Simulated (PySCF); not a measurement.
## Correlation energy of N²⁺ (nitrogen, charge +2)

[He] 2s2 2p1, 2P determinant. All numbers are calculated (PySCF 2.14, the non-relativistic Hamiltonian (point nucleus), in cc-pVDZ (3s2p1d, 14 functions)). Frozen: 1s2; 3 electrons correlated.

MP2 pair energies summed by pair of shells (mhartree):

```csv
pair,energy,share (%)
2s-2s,-29.61,64.7
2s-2p,-16.16,35.3
```

Total MP2 correlation energy: -45.77 mhartree.

Same-spin part -2.32 and opposite-spin part -43.45 mhartree; SCS-MP2 scales them by 1/3 and 6/5 to -52.91 mhartree.

```
  level  correlation energy (mhartree)
   CCSD                         -74.32
    (T)                          -0.54
CCSD(T)                         -74.86
```

Diagnostics: T1 = 0.0065, D1 = 0.0121, largest double amplitude 0.139.

Cost of the coupled-cluster step: 0.07 s of wall time on 1 thread of Neoverse-V2 (shared host), for 3 correlated electrons.

Iterations:

```
CC2 = 0
CCSD nocc = (np.int64(2), np.int64(1)), nmo = (13, 13)
frozen orbitals [[0], [0]]
max_cycle = 100
direct = 0
conv_tol = 1e-08
conv_tol_normt = 1e-06
diis_space = 8
diis_start_cycle = 0
Init t2, MP2 energy = -0.0457718246253706
Init E_corr(UCCSD) = -0.0457718246256789
cycle = 1  E_corr(UCCSD) = -0.0619581274989778  dE = -0.0161863029  norm(t1,t2) = 0.053678
cycle = 2  E_corr(UCCSD) = -0.0685563774849113  dE = -0.00659824999  norm(t1,t2) = 0.0257946
cycle = 3  E_corr(UCCSD) = -0.0744027267783277  dE = -0.00584634929  norm(t1,t2) = 0.0129129
cycle = 4  E_corr(UCCSD) = -0.0742932950739717  dE = 0.000109431704  norm(t1,t2) = 0.000851868
cycle = 5  E_corr(UCCSD) = -0.0743264436967366  dE = -3.31486228e-05  norm(t1,t2) = 0.000105969
cycle = 6  E_corr(UCCSD) = -0.0743128682279723  dE = 1.35754688e-05  norm(t1,t2) = 2.36672e-05
cycle = 7  E_corr(UCCSD) = -0.074317082253417  dE = -4.21402544e-06  norm(t1,t2) = 8.70926e-06
cycle = 8  E_corr(UCCSD) = -0.0743169522149006  dE = 1.30038516e-07  norm(t1,t2) = 7.03827e-07
cycle = 9  E_corr(UCCSD) = -0.0743168954986169  dE = 5.67162837e-08  norm(t1,t2) = 2.51465e-07
cycle = 10  E_corr(UCCSD) = -0.0743168412348255  dE = 5.42637914e-08  norm(t1,t2) = 1.25018e-07
cycle = 11  E_corr(UCCSD) = -0.0743168392575702  dE = 1.97725532e-09  norm(t1,t2) = 5.16493e-09
UCCSD converged
E(UCCSD) = -52.87996100763525  E_corr = -0.07431683925757016
UCCSD(T) correction = -0.000542999051046223
```
